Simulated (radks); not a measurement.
Values are calculated unless marked as measured or tabulated.
Species: the promethium ion Pm4+. Configuration: [Xe] 4f3.

Level of theory: non-relativistic Kohn-Sham, LB94 model potential, spin-polarised, spherical densities, point nucleus; open shells are filled with parallel spins first (spin-orbit coupling, left out, can overturn this in heavy ions); relativity is left out, which matters for an element this heavy (a radial shooting solver on a logarithmic mesh with Libxc functionals).

Energy parts (eV):
| part | energy |
|---|---|
| kinetic | 263301.77 |
| electron-nucleus | -620795.76 |
| Hartree | 100741.18 |
(The LB94 potential has no energy functional, so no total or exchange-correlation energy is given.)

Orbitals (lengths in bohr, moments of r in powers of bohr; <r^-3> diverges for s and p1/2; r(max) is where P^2 peaks; r(90%) holds 90 % of the orbital's charge):
1s up: occ. 1; eigenvalue (eV) -42783.31; r(90%) 0.0442; <r^4> 1.720e-06; r(max) 0.01649
1s down: occ. 1; eigenvalue (eV) -42783.31; r(90%) 0.0442; <r^4> 1.720e-06; r(max) 0.01649
2s down: occ. 1; eigenvalue (eV) -6797.135; r(90%) 0.163; <r^4> 0.0002935; r(max) 0.09047
2s up: occ. 1; eigenvalue (eV) -6797.094; r(90%) 0.163; <r^4> 0.0002935; r(max) 0.09047
2p down: occ. 3; eigenvalue (eV) -6457.258; <r^-3> 7725; r(90%) 0.145; <r^4> 0.0001877; r(max) 0.07046
2p up: occ. 3; eigenvalue (eV) -6457.232; <r^-3> 7725; r(90%) 0.145; <r^4> 0.0001877; r(max) 0.07046
3s down: occ. 1; eigenvalue (eV) -1535.263; r(90%) 0.402; <r^4> 0.01116; r(max) 0.2536
3s up: occ. 1; eigenvalue (eV) -1535.190; r(90%) 0.402; <r^4> 0.01118; r(max) 0.2536
3p down: occ. 3; eigenvalue (eV) -1384.440; <r^-3> 1539; r(90%) 0.395; <r^4> 0.01031; r(max) 0.2406
3p up: occ. 3; eigenvalue (eV) -1384.366; <r^-3> 1538; r(90%) 0.395; <r^4> 0.01033; r(max) 0.2406
3d down: occ. 5; eigenvalue (eV) -1102.485; <r^-3> 260.9; r(90%) 0.368; <r^4> 0.007622; r(max) 0.1927
3d up: occ. 5; eigenvalue (eV) -1102.403; <r^-3> 260.9; r(90%) 0.368; <r^4> 0.007639; r(max) 0.1927
4s up: occ. 1; eigenvalue (eV) -348.5581; r(90%) 0.894; <r^4> 0.2774; r(max) 0.5815
4s down: occ. 1; eigenvalue (eV) -346.5699; r(90%) 0.894; <r^4> 0.2774; r(max) 0.5816
4p up: occ. 3; eigenvalue (eV) -291.0068; <r^-3> 336.6; r(90%) 0.927; <r^4> 0.3188; r(max) 0.5888
4p down: occ. 3; eigenvalue (eV) -289.0277; <r^-3> 336.4; r(90%) 0.927; <r^4> 0.3187; r(max) 0.5889
4d up: occ. 5; eigenvalue (eV) -188.9722; <r^-3> 48.44; r(90%) 1.01; <r^4> 0.4491; r(max) 0.6004
4d down: occ. 5; eigenvalue (eV) -187.0104; <r^-3> 48.45; r(90%) 1.01; <r^4> 0.4491; r(max) 0.6005
5s up: occ. 1; eigenvalue (eV) -87.8497; r(90%) 2.04; <r^4> 7.527; r(max) 1.309
5s down: occ. 1; eigenvalue (eV) -86.2355; r(90%) 2.06; <r^4> 7.780; r(max) 1.314
5p up: occ. 3; eigenvalue (eV) -70.8568; <r^-3> 58.03; r(90%) 2.26; <r^4> 11.18; r(max) 1.415
5p down: occ. 3; eigenvalue (eV) -69.4669; <r^-3> 56.40; r(90%) 2.29; <r^4> 11.67; r(max) 1.425
4f up: occ. 3; eigenvalue (eV) -66.3206; <r^-3> 7.577; r(90%) 1.34; <r^4> 1.484; r(max) 0.5998
4f down: occ. 0; eigenvalue (eV) -64.4692; <r^-3> 7.597; r(90%) 1.35; <r^4> 1.526; r(max) 0.5995

The highest occupied level is 4f up at -66.321 eV. The density falls to 0.001 e/bohr^3 at r = 3.23 bohr. The electron density at the nucleus is 1.614e+05 e/bohr^3. Summed over all electrons, <r^2> = 34.21 bohr^2, which gives a Langevin (diamagnetic) susceptibility term of -27.1 x 10^-6 cm^3/mol. The spin density at the nucleus is 0.940 e/bohr^3 (1s -0.002, 2s 0.096, 3s -0.758, 4s 0.276, 5s 1.328). Spin moment in Bohr magnetons: 3.
